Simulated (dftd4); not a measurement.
H6AlO2Si2, charge +1, singlet, at a GFN2-xTB geometry (such geometries of metal compounds can be far from the true shape).

dftd4 was given this input:
```
$ dftd4 mol.xyz --func tpssh --charge 1 --json dftd4.json --noedisp --property

# file mol.xyz
11

Al     0.00000000    -0.00000000    -0.00000000
O     -1.35076414     0.16845009     0.86244077
Si    -2.81839043     0.35147375     1.79949611
H     -2.60943543    -0.64800399     2.84364877
H     -3.83169504     0.04015784     0.79492213
H     -2.71613638     1.74982381     2.20819395
O      1.35076414    -0.16845009    -0.86244077
Si     2.81839043    -0.35147375    -1.79949611
H      2.37190485    -1.27348421    -2.84037077
H      3.72579932    -0.89679443    -0.79346074
H      3.05956268     1.02830098    -2.21293335
```

Task: What is the computed partial charges in atom order (dftd4 with D4 for tpssh)?

Result: Al1 0.69, O2 -0.42, Si3 0.17, H4 0.14, H5 0.14, H6 0.14, O7 -0.42, Si8 0.17, H9 0.14, H10 0.14, H11 0.14

Task: What is the computed dispersion energy (D4 for tpssh)?

Result: -6.05 kcal/mol
